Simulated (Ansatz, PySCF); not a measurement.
Pulling on the Sn1–Cl3 bond in ClHSn (SMILES [Cl][SnH]) (multiplicity 1 held, fragments rigid). Energies count from the point at 2.396 Å.
Geometry at that point (charge 0, multiplicity 1):
```xyz
3

Sn    -0.3048    -0.3003     0.4177
H     -1.4223    -0.9435    -0.8190
Cl     0.9802     0.9387    -1.1802
```

R- and RO- levels are restricted; in cc, def2 and unpolarised 6-31G sets they are followed outwards from rest. U- levels take the lowest unrestricted solution at each point, which mixes spins at long bonds. Levels need not reach the same state.

Rows in 3-21G carry no dispersion term and start afresh at each structure; the Pople sets are all-electron and without relativity.

Codes used: Ansatz (Gaussian orbitals); PySCF for 3-21G rows. Each number belongs to the level named beside it. In def2 rows elements past Kr take small-core potentials, without spin–orbit coupling.

Task: One of these levels gives 505.4 kJ/mol for the energy at R = 7.667 Å. Name it.
A) U-B3LYP/def2-TZVPP
B) R-HF/3-21G
C) R-B3LYP/def2-TZVPP

Result: B, R-HF/3-21G. The others give 405.6 (R-B3LYP/def2-TZVPP), 348.2 (U-B3LYP/def2-TZVPP)

Doubts at one or more of the structures used: a restricted determinant that unrestricted orbitals would lower (R-HF/3-21G, R-B3LYP/def2-TZVPP); a spin-contaminated determinant (U-B3LYP/def2-TZVPP).

Ansatz is a quantum-chemistry and plane-wave program.
